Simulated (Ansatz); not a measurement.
Ti₂N₂. Total charge 0; triplet. Geometry r2SCAN-D4/def2-SVP; atoms count from 1.

Cartesian coordinates in Å:
```
Ti 0.130 1.219 0.374
Ti -0.129 -1.218 -0.375
N -1.112 0.261 -0.463
N 1.112 -0.261 0.464
```

At PBE0-D4/def2-TZVP a broken-symmetry singlet of charge 0 lies 0.09 eV below the triplet, each at its own geometry. The structure comes from a short search, and lower isomers may exist.

**Question.** Estimate the Mulliken populations from the PBE0/def2-TZVP orbitals of Ansatz.

**Answer.** 
| atom | charge (e) | spin (α − β) | d electrons |
| --- | --- | --- | --- |
| Ti1 | 0.78 | 1.13 | 2.51 |
| Ti2 | 0.78 | 1.13 | 2.51 |
| N3 | -0.78 | -0.13 | – |
| N4 | -0.78 | -0.13 | – |
Mulliken values depend strongly on the basis.

**Question.** Where does the spin sit?

**Answer.** Summed by element: Ti 2.25, N -0.25, of 2 unpaired in all. Largest on single atoms: Ti1 1.13, Ti2 1.13, N3 -0.13.

**Question.** And the Mayer bond orders between heavy atoms (over 0.3)?

**Answer.** Ti1–Ti2 0.48 (2.56 Å); Ti1–N3 1.54 (1.78 Å); Ti1–N4 1.54 (1.78 Å); Ti2–N3 1.54 (1.78 Å); Ti2–N4 1.54 (1.78 Å).
